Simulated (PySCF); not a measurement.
# Dipole response of I²⁺ (iodine, charge +2)

[Kr] 4d10 5s2 5p3, high-spin 4S determinant. All numbers are calculated (PySCF 2.14, scalar relativity through the core potential, in aug-cc-pV5Z-PP with ECP28MDF (8s8p6d4f3g2h, 139 functions)). Coupled (time-dependent) response in atomic units; α is the mean over directions.

```json
{"method": "UHF", "mean α (bohr³)": "14.02", "C₆ (like pair)": "96.88", "S(−4)": "39.31"}
{"method": "PBE", "mean α (bohr³)": "13.77", "C₆ (like pair)": "94.89", "S(−4)": "36.87"}
```

S(−4) is the Cauchy moment in α(ω) = α(0) + S(−4) ω² + …

α(iu) at PBE:

| u (hartree) | α(iu) (bohr³) |
| --- | --- |
| 0 | 13.77 |
| 0.0500 | 13.68 |
| 0.100 | 13.41 |
| 0.200 | 12.45 |
| 0.300 | 11.15 |
| 0.500 | 8.461 |
| 0.750 | 5.917 |
| 1.00 | 4.300 |
| 1.50 | 2.599 |
| 2.00 | 1.788 |
| 3.00 | 1.040 |
| 5.00 | 0.4976 |

For an ion, C₆ is the dispersion term alone; charge-induced terms of lower order in 1/R come first.

Energies and moments cover only the electrons outside the core potential.
